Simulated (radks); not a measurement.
Valence configurations of Lu (all share [Xe]). All-electron calculation, Dirac Kohn-Sham, LDA (Slater exchange, Perdew-Wang correlation), spin-unpolarised, spherical densities, finite nucleus; open shells fill j = l - 1/2 first; Fermi nuclear charge, rms radius 5.37 fm. Program: a radial shooting solver on a logarithmic mesh with Libxc functionals. Energies are relative to 4f14 5d1 6s2; eigenvalues in eV.

valence               E (eV)  e(4f5/2)  e(4f7/2)  e(5d3/2)  e(6p1/2)  e(6s1/2)
4f14 5d1 6s2           0.000   -10.484    -8.958    -2.042         -    -4.752
4f14 6s2 6p1           0.961   -13.551   -12.024         -    -2.436    -5.996
4f13 5d1 6s2 6p1      11.870   -20.877   -19.272    -5.358    -2.582    -6.413
4f14 5d1 6s1.5 6p0.5   1.585   -11.123    -9.597    -2.537    -1.925    -5.136
4f14 6s1 6p2           4.608   -14.803   -13.275         -    -2.923    -6.656
4f14 5d2 6s1           2.851    -9.383    -7.858    -1.523         -    -4.488
4f14 5d1 6s1 6p1       3.211   -11.737   -10.210    -3.008    -2.195    -5.491
4f13.5 5d1 6s2 6p0.5   4.764   -15.468   -13.903    -3.598    -2.103    -5.577
4f14 5d0.5 6s2 6p0.5   0.336   -11.934   -10.407    -2.971    -2.029    -5.361
4f12 5d3 6s2          25.822   -25.165   -23.483    -4.162         -    -5.322

NIST lists [Xe] 4f14 5d1 6s2 as the ground configuration; this level of theory agrees among the configurations tried. The energies are those of spherical spin-averaged densities, not of single terms.
